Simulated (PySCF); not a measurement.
Xe (xenon, neutral) across methods

[Kr] 4d10 5s1 5p6 6s1, high-spin 3S determinant (an excited configuration). All numbers are calculated (PySCF 2.14, a scalar-relativistic core potential, in aug-cc-pVQZ-PP with ECP28MDF).

| method | E (hartree) | mean ε 5p α (eV) | mean ε 5p β (eV) | mean ε 6s α (eV) | Σ⟨r²⟩ (bohr²) | ⟨S²⟩ |
| --- | --- | --- | --- | --- | --- | --- |
| TPSS | -328.4695 | -12.812 | -11.955 | -1.977 | 81.55 | 2.001 |
| BLYP | -328.5495 | -12.332 | -11.638 | -1.906 | 80.59 | 2.001 |
| LDA | -328.1534 | -12.690 | -11.998 | -2.183 | 80.15 | 2.000 |
| B97-3 | -328.6341 | -14.160 | -12.841 | -2.359 | 81.43 | 2.004 |
| PBE | -328.5835 | -12.605 | -11.808 | -2.055 | 80.74 | 2.000 |
| PBE0 | -328.5878 | -14.103 | -12.807 | -2.475 | 81.14 | 2.001 |
| M06-2X | -328.4913 | -15.639 | -13.765 | -3.116 | 81.92 | 2.017 |
| r2SCAN | -328.6998 | -13.187 | -12.158 | -2.116 | 81.48 | 2.003 |

(1) Estimate the same row for UHF.

Energies and moments cover only the electrons outside the core potential. The outer electron is Rydberg-like, and this basis confines it to a smaller radius and binds it less than a complete one would.

Results:

(1) E (hartree) = -327.45086; mean ε 5p α (eV) = -17.649; mean ε 5p β (eV) = -14.567; mean ε 6s α (eV) = -3.297; Σ⟨r²⟩ (bohr²) = 83.40; ⟨S²⟩ = 2.009.
